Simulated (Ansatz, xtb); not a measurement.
Species: sum formula HSO$_{3}$, charge -1, multiplicity 1. It need not be the lowest isomer of its formula. SMILES: O=[SH](=O)[O-]
Coordinates optimised at B3LYP-D3(BJ)/def2-TZVP (Ansatz, a program for electronic structure):
```
S
O 1 1.4613
O 1 1.4613 2 114.58
O 1 1.4613 2 114.58 3 -135.40
H 1 1.3705 2 103.70 4 -112.30
```
Charge -1, spin multiplicity 1.

Harmonic wavenumbers from GFN2-xTB (xtb, at its own minimum), cm⁻¹: 468, 468, 546, 978, 1031, 1031, 1182, 1182, 1850.

Task: Give the harmonic wavenumbers at B3LYP-D3(BJ)/def2-TZVP (Ansatz, finite differences of forces, unscaled).

Result: 501, 501, 630, 1048, 1131, 1131, 1255, 1255, 2381 cm⁻¹. Zero-point energy 14.1 kcal/mol.

Task: From these and the geometry, give the ideal-gas thermochemistry at 298.15 K and 1 atm (rigid rotor, harmonic oscillator).

Result: Point group C3v, rotational symmetry number 3. Rotational constants 9.508, 9.508, 5.224 GHz. S(trans) 39.09, S(rot) 21.85, S(vib) 1.96, S(elec, spin only) 0.00, S 62.9 cal/(mol K). H(298) - H(0) 2.80 kcal/mol; G - E(el) -1.9 kcal/mol.
